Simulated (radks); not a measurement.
Results of a calculation; reference values are marked as such.
Cs, configuration [Kr] 4d10 5s1.75 5p6 6s1 7s0.25 (fractional occupations, a model configuration). Code: a radial shooting solver on a logarithmic mesh with Libxc functionals. Model: scalar-relativistic Kohn-Sham, BP86, spin-unpolarised, spherical densities, finite nucleus; Fermi nuclear charge, rms radius 4.8041 fm.

Unscreened Slater integrals over Kohn-Sham orbitals (eV).

integral      value
F0(7s,7s)    1.6477
F0(7s,6s)    2.0615
G0(7s,6s)  0.092840
F0(7s,5p)    2.1722
G1(7s,5p)  0.041603
F0(7s,5s)    2.1820
G0(7s,5s)  0.022357
F0(6s,6s)    4.6893
F0(6s,5p)    5.8871
G1(6s,5p)   0.43158
F0(6s,5s)    5.9777
G0(6s,5s)   0.21852
F0(5p,5p)    11.898
F2(5p,5p)    6.3734
F0(5p,5s)    12.858
G1(5p,5s)    8.4957
F0(5s,5s)    14.155
